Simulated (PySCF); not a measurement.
Isomers of C8H8O, one GFN2-xTB conformer each. Single-point energies are computed at PBE0/def2-SVPD (PySCF, gas phase, no added dispersion term), electronic only.

Question: Rank them by PBE0/def2-SVPD energy, lowest first (kcal/mol).
A. 2,3-dihydrobenzofuran (`C1=CC=C2OCCC2=C1`)
B. `[CH3:1][C:2]#[C:3][c:4]1[c:5]([CH2:6][CH3:7])[c:8]1=[O:9]` with C4–C5–C6–C7 -175°

Answer: A (0.0), B (84.2).

As drawn, the higher has a three-membered ring, which the lower lacks. GFN2-xTB itself gives, in the same order: 0.0, 85.4. Both levels put the same isomer lowest.

Q: Which frontier levels, dipoles and rotational constants go with these structures?

A: 
| SMILES | HOMO (eV, PBE0/def2-SVPD) | LUMO (eV) | dipole (D) | A, B, C (MHz) |
| --- | --- | --- | --- | --- |
| c1ccc2c(c1)CCO2 | -6.19 | -0.25 | 1.64 | 3706, 1569, 1118 |
| CC#Cc1c(CC)c1=O | -6.53 | -1.60 | 5.34 | 3130, 740.5, 605.8 |
